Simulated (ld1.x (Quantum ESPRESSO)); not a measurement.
# nitrogen: variants of one RRKJ potential

Base potential:

```
Element                 : nitrogen (N)
Generator               : ld1.x (Quantum ESPRESSO) 7.5
Type                    : norm-conserving RRKJ (Kleinman–Bylander form)
Functional              : LDA (PZ)
Relativity              : scalar-relativistic
Frozen core             : none
Valence charge          : 7
Reference configuration : 1s2 2s2 2p1.5 (charge +1.5)
Partial waves           : 2p (bound): rc 2.15 bohr; 1s (bound): rc 0.30 bohr
Local potential         : the s channel
Core correction         : none
```

Occupied shells without a wave of their own: 2s. They enter only through the test configuration that unscreens the potential.

Cutoffs, loose and tight: the cutoffs (Ry, on a coarse ladder) from which the occupation-weighted sum of valence levels, in a spherical-Bessel basis at the reference potential, stays within 10 and 1 mRy of its value at 400 Ry. They do not see the model core or the augmentation charge, which bear on the density cutoff. Test errors are all-electron minus pseudo excitation energies from the reference, over the configurations 1s2 2s2 2p3; 1s2 2s2 2p2; 1s2 2s2 2p1; 1s2 2s1 2p0; 1s2 2s1 2p4; 1s2 2s2 2p0; 1s1 2s2 2p3 (two spin-polarised tests are not counted in the largest error). A dash means not determined; rows that change the core or the reference have their own tests. The largest error is taken over the tests solved by every variant that gives reliable tests at all: 1s2 2s1 2p0; 1s2 2s2 2p0; 1s2 2s2 2p1.

A true bound ghost makes a file unfit for plane-wave use even where its test errors are small: the radial tests pick states by their node count and pass the ghost by. Where a test does run into it, the solver fails or the error is huge.

Cutoffs are not given where the Bessel-basis levels miss the radial ones by over 6 mRy, ghosts where they miss by over 20 mRy; a channel whose overlap is not positive is not tested.

| change | outcome | bound ghosts | largest test error (meV) |
| --- | --- | --- | --- |
| base | generated, misses its reference levels by 0.30 eV | not determined | +2745 |
| wave 2p (bound): rc 2.15 bohr becomes 2p (bound): rc 1.50 bohr | generated, misses its reference levels by 0.30 eV | not determined | +1071 |
| wave 2p (bound): rc 2.15 bohr becomes 2p (bound): rc 1.90 bohr | generated, misses its reference levels by 0.30 eV | not determined | +2062 |
| wave 2p (bound): rc 2.15 bohr becomes 2p (bound): rc 2.20 bohr | generated, misses its reference levels by 0.30 eV | not determined | +2948 |
| wave 2p (bound): rc 2.15 bohr becomes 2p (bound): rc 3.16 bohr | generated, misses its reference levels by 0.30 eV | p | +7841 |

Problem. What comes out with this change to the base: wave 2p (bound): rc 2.15 bohr becomes 2p (bound): rc 2.78 bohr?

Solution. outcome: generated, misses its reference levels by 0.30 eV; bound ghosts: p; largest test error (meV): +5813.

Problem. What comes out with this change to the base: wave 2p (bound): rc 2.15 bohr becomes 2p (bound): rc 2.52 bohr?

Solution. outcome: generated, misses its reference levels by 0.30 eV; bound ghosts: p; largest test error (meV): +4477.

Reading the sweep of the p radius (base included, trends over the rows without a ghost): Bound ghosts are found at 2.52, 2.78, 3.16 bohr. Every judged row has one, so this setting neither creates nor removes them.
